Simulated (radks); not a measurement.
Neutral tin inside a hard spherical wall (all orbitals vanish at R), configuration held at [Kr] 4d10 5s2 5p2 and not refilled when levels cross. All-electron calculation, scalar-relativistic Kohn-Sham, PBE, spin-polarised, spherical densities, point nucleus; open shells are filled with parallel spins first (spin-orbit coupling, left out, can overturn this in heavy ions). Program: a radial shooting solver on a logarithmic mesh with Libxc functionals. Eigenvalues in eV for spin up, with the zero of energy where the potential of the charges vanishes at infinity; a dash marks a level that is unbound or too diffuse for the functional's potential to be trusted. A positive occupied level is held by the wall or, in an anion where self-interaction has pushed it up, behind a barrier. The pressure on the wall is -dE/dV.

| R (bohr) | E (hartree) | kinetic (hartree) | e(4p) | e(4d) | e(5s) | e(5p) | e(6s, empty) | e(5d, empty) | pressure (GPa) |
|---|---|---|---|---|---|---|---|---|---|
| free | -6177.22580 | 6449.606 | -89.564 | -25.754 | -10.971 | -4.157 | - | - | 0 |
| 12 | -6177.22573 | 6449.607 | -89.555 | -25.745 | -10.964 | -4.150 | -0.250 | 1.092 | 0.00126 |
| 10 | -6177.22518 | 6449.611 | -89.508 | -25.699 | -10.927 | -4.113 | 0.296 | 1.599 | 0.0155 |
| 8 | -6177.22058 | 6449.644 | -89.265 | -25.459 | -10.747 | -3.909 | 1.899 | 2.715 | 0.204 |
| 7 | -6177.21047 | 6449.705 | -88.903 | -25.104 | -10.484 | -3.582 | 3.790 | 3.838 | 0.798 |
| 5 | -6177.07554 | 6450.363 | -86.399 | -22.681 | -8.520 | -0.868 | 15.550 | 10.011 | 17.0 |
| 4 | -6176.69117 | 6451.948 | -82.594 | -19.064 | -4.704 | 4.430 | 34.770 | 19.624 | 105 |
| 3 | -6174.92054 | 6458.586 | -72.894 | -9.880 | 8.910 | 22.170 | 89.901 | 46.940 | 972 |
| 2 | -6161.78726 | 6504.597 | -37.050 | 27.539 | 86.592 | 113.12 | 313.32 | 158.91 | 20500 |
